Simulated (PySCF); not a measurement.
F3Ge, SMILES [F][Ge]([F])[F] (connectivity only; charge and spin as stated), charge +1, multiplicity 1. Coordinates come from a PBE-D3(BJ)/def2-SVP optimisation. The multiplicity is an assumed one; other spin states were not compared. The isomer is the one that the SMILES or the coordinates give; other isomers of the formula were not compared.

Calculation: PBE-D3(BJ)/def2-SVP run with PySCF.

Harmonic wavenumbers (cm⁻¹): 199, 199, 200, 712, 841, 841. Rotational constants (GHz): 6.252, 6.252, 3.126; symmetry number 6.

Work out the zero-point energy and the ideal-gas rigid-rotor harmonic-oscillator thermochemistry at 298.15 K and 1 atm.

ZPE = ½ Σ hcν = ½ × 2993 cm⁻¹ = 4.28 kcal/mol. H − E(el) = 7.86 kcal/mol. Entropy in cal/(mol K): translation 40.49, rotation 21.82, vibration 7.06, total 69.37. G − E(el) = -12.83 kcal/mol. Cp = 15.45 cal/(mol K).
